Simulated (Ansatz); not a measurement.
Which is lower?

Two relaxed structures of GeH$_{3}$O (charge +1), closed shell (PBE0-D4/def2-TZVP; forces vanish, vibrations not checked).

A:

```xyz
5
angstrom
O 0.8232 -0.5446 0.6655
Ge -0.2268 0.4086 -0.2654
H 0.6118 -1.4741 0.8339
H -1.4966 -0.2172 -0.8268
H 0.2884 1.8273 -0.4071
```

B:

| atom | x (Å) | y (Å) | z (Å) |
| --- | --- | --- | --- |
| O1 | 0.8112 | -0.4759 | 0.6765 |
| Ge2 | -0.5260 | 0.4640 | -0.5150 |
| H3 | 0.7498 | -1.4110 | 0.9196 |
| H4 | 1.5932 | -0.0752 | 1.0838 |
| H5 | 0.3727 | 1.7517 | -0.2991 |

Ansatz 0.2.0; basis: def2-TZVPP; cores frozen in the correlated methods. Filled d shells of the heavier atoms are correlated. The def2 sets are not built for correlating such inner shells, so the correlated values are less sure here. B3LYP uses VWN-RPA correlation.

**Question.** Which structure is lower at CCSD(T), and by how much? (To be estimated.)

**Answer.** By the calculation: B, by 0.248 eV (electronic energy, against the other). By their contacts, A is GeH₃O ([OH][GeH2]), total charge +1 and B is GeH₃O ([OH2][GeH]), total charge +1.

All methods give the same order:

```csv
method,E(B) − E(A) (eV)
PBE-D4,-0.341
r2SCAN-D4,-0.193
PBE0-D4,-0.331
B3LYP-D4,-0.465
wB97M-V,-0.450
HF,-0.373
MP2,-0.138
CCSD,-0.293
CCSD(T),-0.248
```

No T1 diagnostic of these runs exceeds 0.016.

Labels in which every atom is bracketed show which atoms are joined, not bond orders.

For scale, one of the runs: CCSD(T)/def2-TZVPP, 121 basis functions, launched by `ansatz run in.yaml --threads 2 --pin off --events-out ev --progress --plain --max-ram 4352MiB`. Hardware: 2 CPU threads of an Arm Neoverse V2, shared host. Wall time about 7 s.
